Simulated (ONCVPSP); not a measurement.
**Configuration tests for phosphorus (P) (ONCV)**

P (Z = 15), optimised norm-conserving Vanderbilt (ONCV), made with ONCVPSP 4.0.1 (LDA (Perdew-Zunger), scalar-relativistic). Core [He], reference 2s2 2p6 3s2 3p2.75 (charge +0.25). Waves: 2s+3s: rc 0.75 bohr, ncon 4, nbas 9, qcut 19.9 1/bohr, 2 projectors; 2p+3p: rc 0.70 bohr, ncon 4, nbas 7, qcut 17.2 1/bohr, 2 projectors; d scattering state at 0.35 Ha: rc 0.65 bohr, ncon 3, nbas 7, qcut 14.4 1/bohr, 2 projectors, debl 1 Ha. Local part: polynomial inside 0.50 bohr (lpopt 5, dvloc0 0 Ha). Core correction: polynomial model core, fcfact 0.3.

Energies are relative to the spin-unpolarised reference configuration 2s2 2p6 3s2 3p2.75; without spin polarisation the order of configurations can differ from experiment.

| valence configuration | charge | ΔE all-electron (eV) | error AE − PS (meV) |
| --- | --- | --- | --- |
| 2s2 2p6 3s2 3p2 | +1 | 8.170 | +0.3 |
| 2s2 2p6 3s2 3p1 | +2 | 27.419 | +1.9 |

Problem. What are ΔE and the potential's error for 2s2 2p6 3s2 3p3?

Solution. ΔE = -1.651 eV all-electron; the error (AE − PS) is -0.1 meV.

Problem. What are ΔE and the potential's error for 2s2 2p6 3s0 3p5?

Solution. ΔE = 15.485 eV all-electron; the error (AE − PS) is +2.4 meV.

Levels in the configuration 2s2 2p6 3s2 3p1:

```json
{"level": "2s", "all-electron (eV)": "-196.667", "pseudo (eV)": "-196.667"}
{"level": "2p", "all-electron (eV)": "-148.106", "pseudo (eV)": "-148.071"}
{"level": "3s", "all-electron (eV)": "-34.017", "pseudo (eV)": "-34.015"}
{"level": "3p", "all-electron (eV)": "-24.396", "pseudo (eV)": "-24.392"}
```
